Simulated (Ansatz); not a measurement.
Cost and result up the ladder for Cd₈H₂₂Se₈ (38 atoms). The state is a singlet with charge 0. Geometry: r2SCAN-D4/def2-SVP.

Cartesian coordinates in Å:
```
Cd -0.6557 -5.1274 -1.7343
Se -0.9120 -4.2865 1.9532
Se -2.1475 -2.2722 -0.9231
Cd -3.0596 -0.2192 0.6258
Cd 1.1418 -2.2921 2.3605
Se -0.6439 -0.2134 2.2969
Se -2.3987 2.1431 -0.5605
Cd -1.2060 5.2307 -0.9077
Cd 0.9115 2.0061 2.7058
Se -1.3423 3.8183 2.5873
Cd 0.0474 -2.0413 -2.5143
Se 1.8483 -1.7459 -0.2586
Se -0.3083 0.2779 -3.7322
Cd -0.2047 2.3950 -2.1472
Cd 3.6847 0.2098 -0.1674
Se 1.6460 1.9496 0.0381
H -1.7516 -5.6562 -2.8926
H 0.3844 -4.9486 -0.3908
H -1.3379 -4.1254 3.3667
H 0.0008 -5.3768 2.3311
H -3.1322 -2.1255 -2.0075
H -4.4050 -0.3964 1.6510
H 2.2424 -2.7473 3.5618
H -1.1838 -0.3526 3.6587
H -3.3665 2.0584 -1.6668
H -2.3602 5.8264 -1.9724
H -0.1300 4.9461 0.3886
H 1.9667 2.3822 3.9734
H -1.7295 3.3991 3.9585
H -0.5432 4.9278 3.1309
H 0.5790 -3.5770 -3.1041
H 2.6880 -2.9305 -0.4937
H 0.9845 0.4112 -4.4254
H 3.0407 0.4072 -2.9511
H 0.1479 4.0501 -2.5057
H 5.3567 0.3061 -0.1749
H 3.7948 0.4505 -3.0477
H 2.3528 3.2384 -0.0106
```

Ansatz on 4 threads of AMD EPYC 7R13 on a shared host and a share (37 GiB) of an NVIDIA H100 80GB HBM3. Times are rough, and most runs start from the orbitals of an earlier one. PBE0-D4/def2-TZVP serves as the yardstick here, not as an exact answer. Differences are given only for rows in sets of like size (and for xTB, whose basis is part of the method), since another set adds its own error. Binding counts from free atoms at the same level (Cd singlet, Se triplet, H doublet; other spins of the atoms weren't run), without zero-point energy or a counterpoise term.

In the def2 sets Cd takes a core potential; there is no spin–orbit coupling. Correlated methods freeze 72 core orbitals; core or outer-core shells of Cd, Se are correlated, in sets that lack core-valence functions. The rows differ in basis, and correlated rows in double-zeta sets carry the largest basis error. Single mean-field runs in def2-SVP, def2-TZVP are fitted with def2-universal-jkfit. In the singlet geometry the species has come apart into loosely held pieces. In the singlet, H34 and H37 lie 0.76 Å apart (atoms count from 1), so H2 has formed as a molecule.

Correlated methods converge slowly with the basis, most of all in double-zeta sets.

| level | functions | binding energy per atom (eV) | difference from PBE0-D4/def2-TZVP (eV) |
| --- | --- | --- | --- |
| PBE-D4/def2-SVP | 614 | 2.02 | – |
| PBE-D4/def2-TZVP (with forces) | 836 | 2.00 | 0.00 |
| HF/def2-TZVP | 836 | 1.33 | -0.67 |
| MP2/def2-SVP | 614 | 1.87 | – |
| PBE0-D4/def2-SVP | 614 | 2.01 | – |
| B97M-V/def2-TZVP | 836 | 2.00 | 0.00 |
| r2SCAN-D4/def2-TZVP (with forces) | 836 | 2.05 | 0.05 |
| PBE0-D4/def2-TZVP | 836 | 2.00 | 0.00 |

Question: Estimate how long each takes.

Answer: PBE-D4/def2-SVP 6.5 s; PBE0-D4/def2-SVP 6.5 s; B97M-V/def2-TZVP 11 s; PBE-D4/def2-TZVP (with forces) 12 s; HF/def2-TZVP 12 s; PBE0-D4/def2-TZVP 12 s; r2SCAN-D4/def2-TZVP (with forces) 12 s; MP2/def2-SVP 14 s. On shared hardware such times vary by a factor of up to 3.
